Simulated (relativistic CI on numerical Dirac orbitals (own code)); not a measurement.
## What each ingredient does to the levels of Ga13+

Base calculation: Dirac-Coulomb-Breit CI, orbitals from a KLI potential per configuration, model QED (radiative potential, 1s self-energy scaled to tabulated hydrogen-like ionisation energies), unscaled Slater integrals.

Configurations in the expansion (outside the closed core [Ne]): 3s2.3p6, 3s2.3p5.3d, 3s.3p6.3d, 3s2.3p5.4s, 3s2.3p5.4p, 3s2.3p5.4d, 3s.3p6.4s, 3s2.3p5.4f, 3s.3p6.4p, 3p6.3d2, 3p5.3d3, 3p5.3d2.4s, 3p5.3d2.4p, 3p5.3d2.4d. Double excitations out of closed p, d and f shells are left out; levels of such configurations are missing from the list, as are those of other unlisted configurations, and high levels can miss mixing partners. These lack a partner that the ground configuration has and come out too high: 3s2.3p5.4f.

Variants: (1) P86 correlation estimate; (2) QED terms removed; (3) only the first 3 configurations. Shifts of the energy above 3s2.3p6 1S_0, in cm⁻¹, for the lowest level and the first level of each name with at least 55 % of one term (blank where a level changes its place among those of its configuration and J or its character, or is not in the variant):

```csv
Level,Base,Δ(1),Δ(2),Δ(3)
3s2.3p6 1S_0,0,0,0,0
3s2.3p5.3d 3P°_0,555768,+1197,+80,-266
3s2.3p5.3d 3P°_1,562139,+1197,+66,-262
3s2.3p5.3d 3P°_2,575513,+1197,+38,-257
3s2.3p5.3d 3F°_4,586624,+1196,+57,-412
3s2.3p5.3d 3F°_3,591867,+1196,+65,-417
3s2.3p5.3d 3F°_2,602892,+1196,+48,-415
3s2.3p5.3d 3D°_3,631552,+1196,+57,-441
3s2.3p5.3d 3D°_1,645290,+1196,+30,-430
3s2.3p5.3d 3D°_2,655479,+1196,-9,-416
3s2.3p5.3d 1P°_1,835248,+1199,+30,-31
3s.3p6.3d 3D_1,1099377,+2397,+1198,+250
3s.3p6.3d 3D_2,1101770,+2397,+1190,+247
3s.3p6.3d 3D_3,1105868,+2397,+1175,+239
```

At this charge energies of transitions that change n are usually good to better than 1 %, and those within a shell (Δn = 0) to a few per cent.

Ionisation energy from the two ground configurations alone: base 470.003 eV; P86 correlation estimate 471.7 eV. The NIST ASD value (semi-empirical) is 471.2 eV.

LS names give the leading component of a level, which can be under half, so a name can repeat, a term be missing and a line seem to break the LS rules.
